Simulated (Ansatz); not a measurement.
Ansatz results at the PBE0-D4/def2-TZVP geometry: LUMO energy (ωB97M-V/def2-TZVPP) 2.03 eV; HOMO energy (PBE/def2-TZVPP) -6.19 eV; HOMO energy (ωB97M-V/def2-TZVPP) -9.95 eV.

Each molecule was computed in one conformer, which needn't be the lowest.

(1) Which molecule gave them?
A. `C[SiH2]O[SiH2]Cl`
B. `C=C[SiH2]N[SiH2]O`
C. `N[SiH2]N[SiH](N)Cl`
D. `CN([SiH2]Cl)[SiH](O)F`

## Answers

(1) C. The others give `CN([SiH2]Cl)[SiH](O)F`: 1.99, -6.52, -10.19; `C=C[SiH2]N[SiH2]O`: 1.25, -6.17, -9.79; `C[SiH2]O[SiH2]Cl`: 1.90, -7.28, -10.93.
